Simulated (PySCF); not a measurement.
# In (indium, neutral): UHF calculation

Configuration: [Kr] 4d10 5s2 5d1, 2D determinant (an excited configuration). Calculation: PySCF 2.14, in aug-cc-pVTZ-PP with ECP28MDF (6s5p4d2f, 55 functions); scalar relativity through the core potential.

```
Total energy                                                  : -189.063817 hartree
One-electron energy                                           : -332.3518 hartree
Hartree (Coulomb) energy                                      : 158.9994 hartree
Exchange energy                                               : -15.7114 hartree
⟨S²⟩                                                          : 0.7502
⟨L²⟩                                                          : 6.001
Sum of ⟨r⟩                                                    : 31.48 bohr
Sum of ⟨r²⟩                                                   : 94.70 bohr²
Traceless quadrupole moment −½Σ⟨3z² − r²⟩ along its main axis : 15.8 e·bohr²
```

```tsv
shell	electrons	mean orbital energy (hartree)	spread (hartree)	rms radius, mean of both spins (bohr)
4s α	1	-5.49346	0	0.912
4s β	1	-5.49326	0	0.912
4p α	3	-3.74594	0.00036	0.996
4p β	3	-3.74563	0.00087	0.996
4d α	5	-1.13016	0.00107	1.27
4d β	5	-1.12989	0.00118	1.27
5s α	1	-0.48512	0	2.78
5s β	1	-0.48380	0	2.78
5d α	1	-0.04523	0	7.46
```

Energies and moments cover only the electrons outside the core potential. The outer electron is Rydberg-like, and this basis confines it to a smaller radius and binds it less than a complete one would.
